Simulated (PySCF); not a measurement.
## TDDFT excited states: C2H6BrOPSi

Compound: C2H6BrOPSi.
SMILES: `C=CO[Si@H](P)Br`

Computed, not measured: TDDFT B3LYP/def2-SVPD, vertical, gas phase, core orbitals frozen in the response in PySCF 2.14.0, density-fitted response routines. One conformer (not necessarily the lowest) at the PBE0-D3(BJ)/def2-SVP geometry, without solvent, vibrations or thermal averaging. Relativistic effects, spin–orbit coupling among them, are left out although an element past zinc is present. Torsions of this conformer, `[CH2:1]=[CH:2][O:3][Si@H:4]([PH2:5])[Br:6]`: C1–C2–O3–Si4 -13°, C2–O3–Si4–P5 -172°, H–P5–Si4–O3 43°, H–P5–Si4–O3 -51°.

**Question.** Predict the UV-vis stick spectrum at this level.

**Answer.** 

```json
{"state": "S1", "E (eV)": "5.63", "λ (nm)": "220.0", "ν̃ (cm⁻¹)": "45450", "f": "0.021", "main configurations (H = HOMO, L = LUMO)": "H→L (97%)"}
{"state": "S2", "E (eV)": "6.07", "λ (nm)": "204.2", "ν̃ (cm⁻¹)": "48980", "f": "0.0087", "main configurations (H = HOMO, L = LUMO)": "H→L+1 (65%), H-1→L (22%)"}
{"state": "S3", "E (eV)": "6.13", "λ (nm)": "202.2", "ν̃ (cm⁻¹)": "49470", "f": "0.033", "main configurations (H = HOMO, L = LUMO)": "H-1→L (72%), H→L+1 (19%)"}
{"state": "S4", "E (eV)": "6.27", "λ (nm)": "197.6", "ν̃ (cm⁻¹)": "50610", "f": "0.013", "main configurations (H = HOMO, L = LUMO)": "H→L+2 (60%), H→L+4 (32%)"}
{"state": "S5", "E (eV)": "6.43", "λ (nm)": "192.8", "ν̃ (cm⁻¹)": "51850", "f": "0.0039", "main configurations (H = HOMO, L = LUMO)": "H→L+3 (64%), H→L+2 (15%), H→L+4 (10%)"}
{"state": "S6", "E (eV)": "6.64", "λ (nm)": "186.8", "ν̃ (cm⁻¹)": "53520", "f": "0.0082", "main configurations (H = HOMO, L = LUMO)": "H-2→L (93%)"}
```

The lowest singlet lies at 5.63 eV (220 nm, ultraviolet) and is weak; its leading configuration is HOMO→LUMO (97%). The most intense listed level is S3 at 6.13 eV (202 nm, f = 0.033), 0.50 eV above S1. Löwdin shares by element: HOMO carbon 65%, oxygen 21%; LUMO bromine 32%, silicon 21%, phosphorus 19%, hydrogen 6% or more (atoms not listed hold the other 22%). The oscillator strengths of these states sum to 0.088; summed over the whole spectrum of an exact calculation they would give the number of electrons, 90 (Thomas–Reiche–Kuhn). Weighted by f, the mean energy of these states is 6.09 eV. Of the 6 states listed, 3 reach f = 0.01 and none stays under 0.0005. No computed singlet lies in the visible range (380 to 750 nm); the lowest, at 220 nm, stands 2.37 eV above its violet end (3.26 eV). The window holds the lowest 6 singlets.
